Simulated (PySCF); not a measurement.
C6H14Se, triplet, at the geometry of the source list (a higher spin typed on purpose: for a closed-shell molecule this is an excited state); CASSCF(2,4)/STO-3G in PySCF.

Input for PySCF:
```python
from pyscf import gto, scf, mcscf
import numpy

mol = gto.Mole()
mol.atom = '''
    C     2.004300    1.063300    0.255700
    C     1.500800   -0.368400    0.278900
    C     2.607500   -1.360000   -0.042000
    Se    0.017700   -0.643800   -1.041300
    C    -1.538400   -0.008900    0.055800
    C    -1.852700    1.447900   -0.230300
    C    -2.734200   -0.904900   -0.225700
    H     2.431100    1.298600   -0.717400
    H     2.774700    1.196500    1.014400
    H     1.201500    1.767800    0.460900
    H     1.057400   -0.598500    1.253700
    H     2.249900   -2.381900    0.065700
    H     3.449300   -1.212300    0.632600
    H     2.953200   -1.222800   -1.066000
    H    -1.210900   -0.135500    1.092900
    H    -1.007600    2.089300    0.005600
    H    -2.100700    1.580600   -1.281100
    H    -2.702200    1.769100    0.369500
    H    -2.484600   -1.948600   -0.044800
    H    -3.052600   -0.799400   -1.261000
    H    -3.563300   -0.628200    0.423800
'''
mol.basis = 'sto-3g'
mol.charge = 0
mol.spin = 2
mol.verbose = 4
mol.build()

mf = scf.ROHF(mol)
mf.kernel()
mc = mcscf.CASSCF(mf, 4, 2)
mc.fix_spin_(ss=2.0)
mc.conv_tol = 1e-5
mc.kernel()
occ = numpy.linalg.eigvalsh(mc.fcisolver.make_rdm1(mc.ci, mc.ncas, mc.nelecas))[::-1]
ss = mc.fcisolver.spin_square(mc.ci, mc.ncas, mc.nelecas)[0]
print('natural occupations', occ.round(4), ' <S^2>', round(ss, 4))
```

It wrote (shortened):

```
PySCF version 2.14.0

[INPUT] verbose = 4
[INPUT] num. atoms = 21
[INPUT] num. electrons = 84
[INPUT] charge = 0
[INPUT] spin (= nelec alpha-beta = 2S) = 2
[INPUT] symmetry False subgroup None
[INPUT] Mole.unit = angstrom
[INPUT] Symbol           X                Y                Z      unit          X                Y                Z       unit  Magmom
[...]
nuclear repulsion = 563.235352101551
number of shells = 40
number of NR pGTOs = 186
number of NR cGTOs = 62
basis = sto-3g
ecp = {}

******** <class 'pyscf.scf.rohf.ROHF'> ********
method = ROHF
initial guess = minao
damping factor = 0
level_shift factor = 0
DIIS = <class 'pyscf.scf.diis.CDIIS'>
diis_start_cycle = 1
diis_space = 8
diis_damp = 0
SCF conv_tol = 1e-09
SCF conv_tol_grad = None
SCF max_cycles = 50
direct_scf = True
direct_scf_tol = 1e-13
num. doubly occ = 41  num. singly occ = 2
Set gradient conv threshold to 3.16228e-05
init E= -2603.67658814758
[...]
cycle= 1 E= -2605.61858613735  delta_E= -1.94  |g|= 0.492  |ddm|= 3.95
[...]
cycle= 2 E= -2605.91014725195  delta_E= -0.292  |g|= 0.215  |ddm|= 1.25
[...]
cycle= 3 E= -2605.93289798497  delta_E= -0.0228  |g|= 0.0399  |ddm|= 0.316
[...]
cycle= 4 E= -2605.93428397358  delta_E= -0.00139  |g|= 0.00849  |ddm|= 0.088
[...]
cycle= 5 E= -2605.93433407858  delta_E= -5.01e-05  |g|= 0.00197  |ddm|= 0.0177
[...]
cycle= 6 E= -2605.93434117352  delta_E= -7.09e-06  |g|= 0.000986  |ddm|= 0.00839
[...]
cycle= 7 E= -2605.93434748086  delta_E= -6.31e-06  |g|= 0.00132  |ddm|= 0.0113
[...]
cycle= 8 E= -2605.93434205077  delta_E= 5.43e-06  |g|= 0.00118  |ddm|= 0.0105
[...]
cycle= 9 E= -2605.93433734297  delta_E= 4.71e-06  |g|= 0.000651  |ddm|= 0.0156
[...]
cycle= 10 E= -2605.93433791417  delta_E= -5.71e-07  |g|= 0.000403  |ddm|= 0.00892
[...]
cycle= 11 E= -2605.93433774345  delta_E= 1.71e-07  |g|= 3.75e-05  |ddm|= 0.00923
[...]
cycle= 12 E= -2605.93433774984  delta_E= -6.38e-09  |g|= 7.85e-06  |ddm|= 0.00041
[...]
cycle= 13 E= -2605.93433774995  delta_E= -1.09e-10  |g|= 1.68e-06  |ddm|= 6.15e-05
[...]
Extra cycle  E= -2605.93433774995  delta_E= 1.82e-12  |g|= 7.7e-07  |ddm|= 6.31e-06
converged SCF energy = -2605.93433774995

******** <class 'pyscf.mcscf.mc1step.CASSCF'> ********
CAS (2e+0e, 4o), ncore = 41, nvir = 17
max_cycle_macro = 50
max_cycle_micro = 4
conv_tol = 1e-05
conv_tol_grad = None
orbital rotation max_stepsize = 0.02
orbital rotation threshold for CI restart = 0.01
augmented hessian ah_max_cycle = 30
augmented hessian ah_conv_tol = 1e-12
augmented hessian ah_linear dependence = 1e-14
augmented hessian ah_level shift = 1e-08
augmented hessian ah_start_tol = 2.5
augmented hessian ah_start_cycle = 3
augmented hessian ah_grad_trust_region = 3
kf_trust_region = 3
kf_interval = 4
ci_response_space = 4
ci_grad_trust_region = 3
with_dep4 0
natorb = False
canonicalization = True
sorting_mo_energy = False
ao2mo_level = 2
internal_rotation = False
******** <class 'pyscf.fci.addons.SpinPenaltyFCISolver'> ********
max. cycles = 50
conv_tol = 1e-08
davidson only = True
linear dependence = 1e-12
level shift = 0.001
max iter space = 12
nroots = 1
pspace_size = 400
spin = None
CASCI E = -2605.93433781043  S^2 = 2.0000000
Set conv_tol_grad to 0.00316228
macro iter   1 (  1 JK    1 micro), CASSCF E = -2605.93433781043  dE =  0.00000000e+00  S^2 = 2.0000000
               |grad[o]|=1.85e-05  |grad[c]|=3.79e-07  |ddm|=    0  |maxRot[o]|=    0
1-step CASSCF converged in   1 macro (  1 JK   1 micro) steps
CASSCF canonicalization
Density matrix diagonal elements [9.99999928e-01 9.99999928e-01 7.22616734e-08 7.22509408e-08]
CASSCF energy = -2605.93433781043
CASCI E = -2605.93433781043  E(CI) = -0.670793135226631  S^2 = 2.0000000
natural occupations [1. 1. 0. 0.]  <S^2> 2.0
```
